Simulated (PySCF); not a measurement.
Bonds (- single, = double, # triple, : aromatic): Si1-O2 1.622 Å, O2-C3 1.342 Å, C3=C4 1.348 Å, C4-C5 1.448 Å, C5=C6 1.342 Å, C6-Cl7 1.720 Å, C6-Si8 1.893 Å, Si8-C3 1.900 Å. Si1 carries H9, H10, H11; C4 carries H12; C5 carries H13; Si8 carries H14, H15.

One computed conformer, non-relativistic Hamiltonian, one averaged value for each set of equivalent atoms, isolated molecule. Geometry from GFN2-xTB; shieldings: GIAO PBE0/pcSseg-1; PySCF.

Task: Predict the 2D correlation tables (HSQC, COSY, HMBC).

Result: 

HSQC (one-bond C–H):
| δH | δC |
| --- | --- |
| 6.89 (H13) | 152.0 (C5) |
| 6.24 (H12) | 130.6 (C4) |

COSY cross peaks (H two or three bonds apart, from the bond graph; peaks can be absent where the dihedral angle is near 90°):
| δH | δH |
| --- | --- |
| 6.89 (H13) | 6.24 (H12) |

HMBC (two and three bonds, from the bond graph):
| δH | δC |
| --- | --- |
| 6.89 (H13) | 167.6 (C3), 134.2 (C6), 130.6 (C4) |
| 6.24 (H12) | 167.6 (C3), 152.0 (C5), 134.2 (C6) |
| 5.00 (H9/H10/H11) | 167.6 (C3) |
| 4.56 (H14/H15) | 167.6 (C3), 152.0 (C5), 134.2 (C6), 130.6 (C4) |

Chemical shifts δ = σref − σ; TMS for ¹H (σ = 31.72 ppm) and ¹³C (σ = 186.93 ppm), all at this level.

Carbons that carry Cl, above all several Cl atoms, come out too deshielded, partly because spin–orbit coupling is missing. Shifts are as computed. Against solution values, carbons near 30 ppm lie about +3 ppm off and those near 130 ppm about +5 ppm; carbons on Cl a further +6 ppm. Of 1211 compounds with measured shifts, 218 miss one by over three times the rms of a fit or turn the order of signals round; such compounds aren't used in these exercises.
